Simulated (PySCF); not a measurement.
## ¹⁵N shieldings along a series

GIAO PBE0/pcSseg-1 on GFN2-xTB geometries (PySCF 2.14, gas phase, non-relativistic):

```csv
SMILES,Hirshfeld charge (e) of N,σ(N) (ppm)
CCC1=C(F)N(C)CC1,-0.090,187.9
CN1CCC(C(F)F)=C1F,-0.070,183.8
CCCC1=C(F)N(C)CC1,-0.088,188.4
COC1=C(F)N(C)CC1,-0.100,198.7
CCOC1=C(F)N(C)CC1,-0.100,198.8
CSC1=C(F)N(C)CC1,-0.090,184.4
C#CC1=C(F)N(C)CC1,-0.070,180.1
CN1CCC(C=O)=C1F,-0.044,171.2
CC(C)C1=C(F)N(C)CC1,-0.089,188.8
```

(1) Fit σ(N) as a line in the Hirshfeld charge of N. How well does it hold?

(2) A further member, `CN1CCC(C[SiH3])=C1F`, has x = -0.091. What does the line predict, and what does the calculation give?

Results:

(1) σ = 150.3 − 444.6 x, with x in e; correlation -0.93, rms deviation 3.1 ppm, largest 5.9 ppm at `CSC1=C(F)N(C)CC1`. A charge says how many electrons sit at the atom, not how easily they circulate, so such a line holds only within like compounds.

(2) The line gives 190.8 ppm; the calculation 186.4 ppm, a difference of -4.4 ppm, within the usual scatter of the fit.
